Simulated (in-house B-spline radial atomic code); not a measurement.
How numerical settings move a run on neutral caesium, [Xe] 6s1. Computed with an all-electron radial atomic-structure program (B-spline basis): Dirac-Hartree-Fock, average of configuration, Fermi nucleus of rms radius 4.8041 fm.

Command:
```bash
python run_scf.py task.json out
```
Settings of the sound reference run:
```
Z                55
electrons        55
configuration    [Xe] 6s1
hamiltonian      dirac
method           hf
spin_polarised   False
nucleus          fermi
rms_radius       4.8041
mass_number      133
atomic_mass      132.9055
speed_of_light   137.036
knot_spacing     0.22
spline_order     8
gauss_points     12
box_radius       50
max_iterations   70
damping          0.5
damped_steps     3
diis_vectors     10
tolerance        1e-08
start            Thomas-Fermi
```

Cost of the run: 2.4 s on 1 thread of Arm Neoverse N1, on a shared host.

It converges in 11 iterations to -7786.774173 hartree, with 6s1/2 at -3.48957 eV. The other runs change the listed settings, some to values that make no sense; their results aren't properties of the atom or ion. Radii are in bohr (the nuclear one in fm), a minus after a letter asks for a j subshell, and «unchanged» means within 1e-8 hartree. The run stops when the residual is below 10 × tolerance × max(1, Z/10), or a noise floor if that is larger, and the energy moves by less than 1e-8 × √|E| hartree; so very loose and very tight tolerances often act alike.

| changed settings | outcome |
| --- | --- |
| first_knot = 0.0545 | converged in 11 iterations, energy +2.62e+01 hartree from the reference, 6s1/2 level -1.8e-02 eV |
| speed_of_light = 41.26154 | stopped with error: Z/c is past the critical charge |
| max_iterations = 8 | not converged after 8 iterations, last residual 2.1e-05, last energy +3.03e-08 hartree from the reference |
| damping = 0.2 | converged in 10 iterations, energy unchanged |
| first_knot = 1.82e-06 | converged in 10 iterations, energy -4.50e-08 hartree from the reference, 6s1/2 level -1.3e-06 eV |
| first_knot = 0.00182 | converged in 11 iterations, energy -2.26e-02 hartree from the reference, 6s1/2 level -2.3e-05 eV |
| box_radius = 100, first_knot = 0.000182, max_iterations = 100 | converged in 11 iterations, energy +6.49e-05 hartree from the reference |
| damping = 0.95 | converged in 11 iterations, energy unchanged, 6s1/2 level -1.4e-06 eV |
| max_iterations = 12 | converged in 11 iterations, energy unchanged |
| first_knot = 0.0182 | converged in 11 iterations, energy +2.10e+00 hartree from the reference, 6s1/2 level -9.4e-04 eV |
| first_knot = 0.00545 | converged in 11 iterations, energy -9.51e-02 hartree from the reference, 6s1/2 level -1.9e-04 eV |
| electrons = 58, configuration = [Xe] 6s1 7s3, max_iterations = 75 | stopped with error: shell 7s holds at most 2 electrons |
| max_iterations = 12, diis_vectors = 2 | converged in 12 iterations, energy unchanged, 6s1/2 level -8.1e-07 eV |
| max_iterations = 3 | not converged after 3 iterations, last residual 4.1e-02, last energy +8.20e-02 hartree from the reference |

**Question.** What happens with knot_spacing = 0.75, spline_order = 10, box_radius = 200, max_iterations = 100?

**Answer.** Converged in 11 iterations, energy +1.97e+01 hartree from the reference, 6s1/2 level +3.6e-02 eV.

**Question.** What happens with damping = 0?

**Answer.** Converged in 10 iterations, energy unchanged, 6s1/2 level -1.0e-06 eV.

**Question.** What happens with max_iterations = 2?

**Answer.** Not converged after 2 iterations, last residual 1.8e-01, last energy +1.30e+00 hartree from the reference.

**Question.** What happens with gauss_points = 3, max_iterations = 75, tolerance = 1e-13?

**Answer.** Converged in 10 iterations, energy +3.63e-04 hartree from the reference, 6s1/2 level -1.8e-05 eV.
